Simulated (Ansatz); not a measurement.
# Two structures, one formula

The two ends of one reaction step of BAsH6SO2, singlet (PBE0-D4/def2-TZVP).

A:

```
atom    x (Å)    y (Å)    z (Å)
  B1   0.4928  -1.0466   0.0398
  S2  -2.1306   2.2780  -1.0197
  O3  -0.2772  -0.7546  -1.0438
  O4   1.6141  -1.7929  -0.1593
  H5  -0.9851   2.9468  -1.2189
 As6  -0.1876  -0.4538   1.8834
  H7  -1.5209   1.0849  -1.1387
  H8   0.0822  -1.1271  -1.8571
  H9   2.1314  -1.9520   0.6319
 H10   1.2056  -0.1649   2.4267
 H11  -0.4247   0.9819   1.4557
```

B:

B1  (0.162, 0.029, -1.508)
S2  (0.598, 0.121, -3.282)
O3  (-1.123, -0.177, -1.140)
O4  (1.132, 0.167, -0.552)
H5  (0.232, 1.147, 2.616)
As6  (-0.572, -0.103, 2.316)
H7  (-0.655, -0.067, -3.721)
H8  (-1.227, -0.204, -0.177)
H9  (2.015, 0.311, -0.897)
H10  (0.583, -1.035, 2.625)
H11  (-1.144, -0.189, 3.720)
(Å)

Computed with Ansatz 0.2.0 (basis: def2-TZVPP); correlated methods freeze the cores. Filled d shells of the heavier atoms are correlated. The def2 sets are not built for correlating such inner shells, so the correlated values are less sure here. B3LYP uses VWN-RPA correlation.

(1) Which structure is lower at CCSD(T), and by how much? (An estimate is asked for; the value comes from the calculation.)

The T1 diagnostic stays at or below 0.013.

Answers

(1) Computed: B, by 52.7 kJ/mol (electronic energy, against the other). By their contacts, A is a complex of BAsH₄O₂ ([OH][B]([OH])[AsH2]) + H₂S and B is a complex of BH₃SO₂ ([OH][B]([OH])[SH]) + AsH₃.

All methods give the same order:

| method | E(B) − E(A) (kJ/mol) |
| --- | --- |
| SPW92 | -56.5 |
| PBE-D4 | -53.3 |
| BLYP-D4 | -53.9 |
| r2SCAN-D4 | -57.5 |
| B97M-V | -62.1 |
| PBE0-D4 | -55.0 |
| B3LYP-D4 | -55.2 |
| r2SCAN0-D4 | -57.7 |
| BHLYP-D4 | -57.4 |
| CAM-B3LYP-D4 | -56.0 |
| wB97X-V | -55.6 |
| wB97M-V | -55.0 |
| B2PLYP | -54.8 |
| PBE-QIDH | -56.0 |
| RPA on PBE | -50.9 |
| HF | -60.1 |
| MP2 | -53.4 |
| CCSD | -52.9 |
| CCSD(T) | -52.7 |

Labels in which every atom is bracketed show which atoms are joined, not bond orders.

For scale, one of the runs: CCSD(T)/def2-TZVPP, 267 basis functions, launched by `ansatz run in.yaml --threads 8 --pin off --events-out ev --progress --plain --max-ram 19148MiB`. Time: 3.5 min of wall clock on 8 CPU threads of an Arm Neoverse V1; the host was shared. Peak host memory: 7 GiB.
